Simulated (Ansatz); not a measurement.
System: SiPH5, charge 0, singlet. SiPH5 (SMILES [SiH3]P).
B3LYP-D3(BJ)/def2-TZVP minimum from Ansatz (a quantum-chemistry and plane-wave program):
```
Si
H 1 1.4814
H 1 1.4814 2 109.01
H 1 1.4818 2 108.98 3 118.83
P 1 2.2675 2 107.93 4 124.18
H 5 1.4194 1 94.18 2 -74.13
H 5 1.4194 6 93.73 1 94.47
```
Charge 0, spin multiplicity 1.

Total energies in hartree (Ansatz). UHF or UKS for unpaired electrons; spin-orbit terms are left out. Cores are frozen in correlated methods. No relativity. Where a partner has so few electrons that a lower coupled-cluster level is exact, that level stands in.

| species | HF/cc-pV(T+d)Z | CCSD(T)/cc-pV(T+d)Z | HF/cc-pV(Q+d)Z | CCSD(T)/cc-pV(Q+d)Z | CCSDT(Q)/cc-pV(T+d)Z |
|---|---|---|---|---|---|
| 1: SiPH5 (silylphosphane, SMILES [SiH3]P) | -632.60995 | -632.96108 | -632.61694 | -632.98703 | -632.96307 |
| 2: Si (triplet) | -288.85649 | -288.93344 | -288.85845 | -288.93781 | -288.93426 |
| 3: P (quartet) | -340.71631 | -340.82157 | -340.71872 | -340.82830 | -340.82249 |
| 4: H (doublet) | -0.49981 | -0.49981 | -0.49995 | -0.49995 | -0.49981 |

Task: Work out the atomisation energy (electronic, to ground-state atoms) in kJ/mol: take Hartree-Fock from cc-pV(Q+d)Z, extrapolate the CCSD(T) correlation energy as X^-3 (X = 3, 4), and add CCSDT(Q) - CCSD(T) in cc-pV(T+d)Z. 1 hartree = 2625.5 kJ/mol.

Result: 
Species 1: correlation (64·(-0.37009) - 27·(-0.35113))/37 = -0.38393; step -0.00199; E1 = -632.61694 + (-0.38393) + (-0.00199) = -633.00286
Species 2: correlation (64·(-0.07936) - 27·(-0.07695))/37 = -0.08112; step -0.00082; E2 = -288.85845 + (-0.08112) + (-0.00082) = -288.94039
Species 3: correlation (64·(-0.10958) - 27·(-0.10526))/37 = -0.11273; step -0.00092; E3 = -340.71872 + (-0.11273) + (-0.00092) = -340.83237
Species 4: correlation (64·(0.00000) - 27·(0.00000))/37 = 0.00000; step +0.00000; E4 = -0.49995 + (0.00000) + (+0.00000) = -0.49995
-1·E1 +1·E2 +1·E3 +5·E4 = 0.73035 hartree = 1917.5 kJ/mol.
